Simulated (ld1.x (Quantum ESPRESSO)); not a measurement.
# boron (B), ultrasoft: configuration errors across variants

```json
{
 "Element": "boron",
 "Generator": "ld1.x (Quantum ESPRESSO) 7.5",
 "Type": "ultrasoft",
 "Functional": "PBEsol",
 "Relativity": "scalar-relativistic",
 "Frozen core": "[He]",
 "Valence charge": "3",
 "Reference configuration": "2s1.5 2p1.5",
 "Partial waves": "2s (bound): rcut 0.95, rcutus 1.10 bohr; 2s channel at 3.05 Ry: rcut 0.95, rcutus 1.10 bohr; 2p (bound): rcut 2.90, rcutus 4.05 bohr; 2p channel at 0.2 Ry: rcut 2.90, rcutus 4.05 bohr; 3d channel at 0.25 Ry: rcut 2.65, rcutus 2.80 bohr",
 "Local potential": "all-electron potential smoothed inside 2.80 bohr (lloc = -1)",
 "Core correction": "Bessel-smoothed model core inside 0.60 bohr",
 "Augmentation charge": "PSQ, inside the norm-conserving radii"
}
```

All-electron excitation energies from the reference (eV): (1) 2s2 2p1 -2.907; (2) 2s2 2p0 5.233; (3) 2s1 2p0 30.495; (4) 2s1 2p2 2.913; (5) 2s2 2p0.5 -0.051; (6) 2s0 2p3 8.750.

The overlap operator is not positive definite (basis up to 400 Ry) in “local potential all-electron potential smoothed inside 3.50 bohr (lloc = -1)”, “local potential all-electron potential smoothed inside 1.65 bohr (lloc = -1)”. Such files are unfit for use, however small their errors in these radial tests.

Tests that are not counted but printed errors over 1 eV. “base”: 2s1 2p1 (solver errors, printed error -43.4 eV). “wave 3d channel at 0.25 Ry: rcut 2.65, rcutus 2.80 bohr becomes 3d channel at 0.25 Ry: rcut 2.65, rcutus 3.68 bohr”: 2s1 2p1 (solver errors, printed error -43.4 eV). “core correction Bessel-smoothed model core inside 0.58 bohr”: 2s1 2p1 (solver errors, printed error -4.5 eV). “local potential all-electron potential smoothed inside 3.50 bohr (lloc = -1)”: 2s1 2p1 (solver errors, printed error -33.8 eV). “all radii but the core radius scaled by about 1.25 (s 1.38, p 5.06, d 3.50 bohr, rcut 1.18/3.62/3.30); local potential all-electron potential smoothed inside 3.50 bohr (lloc = -1)”: 2s1 2p2 (solver errors, printed error -60.9 eV).

4 further variants failed, have other tests or another functional or relativity, and are left out.

A true bound ghost makes a file unfit for plane-wave use even where its test errors are small: the radial tests pick states by their node count and pass the ghost by.

Errors AE − PS in meV (a dash: test not solved or not reliable):

```csv
change,(1),(2),(3),(4),(5),(6),bound ghosts
base,+0.4,+31,+77,+0.6,+21,+7.0,none
"wave 3d channel at 0.25 Ry: rcut 2.65, rcutus 2.80 bohr becomes 3d channel at 0.25 Ry: rcut 2.65, rcutus 3.68 bohr",+0.4,+31,+77,+0.6,+21,+7.0,none
"waves 2p (bound): rcut 2.46, rcutus 2.60 bohr; 2p channel at 0.2 Ry: rcut 2.46, rcutus 2.60 bohr",+1.8,-27,-89,+1.8,-4.4,+16,none
core correction Bessel-smoothed model core inside 0.58 bohr,+0.4,+31,+77,+0.6,+21,+6.9,none
local potential all-electron potential smoothed inside 3.50 bohr (lloc = -1),+0.4,+32,+79,+0.6,+22,+7.2,not determined (overlap not positive)
local potential all-electron potential smoothed inside 1.65 bohr (lloc = -1),+1.6,+31,+74,–,–,–,"s (p, d not tested, overlap not positive)"
"all radii but the core radius scaled by about 1.25 (s 1.38, p 5.06, d 3.50 bohr, rcut 1.18/3.62/3.30); local potential all-electron potential smoothed inside 3.50 bohr (lloc = -1)",-2.5,+118,+312,–,-20,-57,none
local potential all-electron potential smoothed inside 4.60 bohr (lloc = -1),+0.4,+14,+45,+0.7,+21,+7.6,none
```

Problem. Give the same row for: wave 2p channel at 0.2 Ry: rcut 2.90, rcutus 4.05 bohr becomes 2p channel at 0.77 Ry: rcut 2.90, rcutus 4.05 bohr.

Solution. +0.4, +31, +77, +0.4, +8.5, +4.2; bound ghosts: none.
